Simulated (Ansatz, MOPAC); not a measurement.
System: BNH, charge 0, multiplicity 2. SMILES: [B]=N

Atoms: B1, N2, H3. Bonds: B1-N2, N2-H3.

Bond lengths (Å) and angles (degrees) optimised at AM1 with MOPAC; PM6 with MOPAC; HF/3-21G with Ansatz (a first-principles code); HF/6-31G* with Ansatz; B3LYP/LANL2DZ with Ansatz; MP2/6-31G* with Ansatz, each started from the B3LYP-D3(BJ)/def2-TZVP structure (Ansatz) of the last column. A row stands for all coordinates that are equal there. 6-31G* holds six Cartesian d functions. At AM1 the structure is a saddle point. No wavenumbers were computed at B3LYP/LANL2DZ, MP2/6-31G*, so these may be saddle points.

```
coordinate    AM1    PM6  HF/3-21G  HF/6-31G*  B3LYP/LANL2DZ  MP2/6-31G*  B3LYP-D3(BJ)/def2-TZVP
----------  -----  -----  --------  ---------  -------------  ----------  ----------------------
B1-N2       1.162  1.210     1.243      1.228          1.258       1.240                   1.234
N2-H3       0.959  0.970     0.985      0.982          0.999       0.996                   0.993
B1-N2-H3    180.0  180.0     180.0      180.0          180.0       180.0                   180.0
```

Mean signed difference of all 2 bond lengths from B3LYP-D3(BJ)/def2-TZVP: AM1 -0.053 Å, PM6 -0.024 Å, HF/3-21G 0.000 Å, HF/6-31G* -0.008 Å, B3LYP/LANL2DZ 0.015 Å, MP2/6-31G* 0.005 Å.
